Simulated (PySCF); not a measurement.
Ionising SeBr

PBE0; Se cc-pVDZ-PP with ECP10, Br cc-pVDZ-PP with ECP10; scalar-relativistic core potentials (PySCF 2.14). Neutral (UKS): doublet (π ↑), Re = 2.281 Å, ωe = 329 cm⁻¹, De = 2.42 eV, HOMO -6.61 eV, LUMO -4.44 eV.

SeBr⁺ (UKS): triplet (π ↑↑), Re = 2.182 Å, ωe = 387 cm⁻¹, De = 3.00 eV to Se⁺ + Br. The energies at the minima are -789.92838 hartree for SeBr and -789.59854 for SeBr⁺.

(1) Work out the adiabatic ionisation energy, without and with harmonic zero-point energies (1 hartree = 27.2114 eV, 1 eV = 8065.5 cm⁻¹), and the change of the bond length.

Spin–orbit coupling is left out. For an ion De counts to the pair picked by the measured ionisation energies or electron affinities, which need not be the lowest pair at this level. States were picked by a PBE0 search and need not be the measured ground states.

Answers

(1) At PBE0: 0.32984 hartree = 8.975 eV between the minima; the zero-point term (387.0 − 329.0)/2 cm⁻¹ = +0.004 eV makes it 8.979 eV. Re changes by -9.9 pm against the neutral. The electron leaves a π orbital, and the shorter bond of the ion fits an antibonding orbital, or a change in how ionic the bond is.
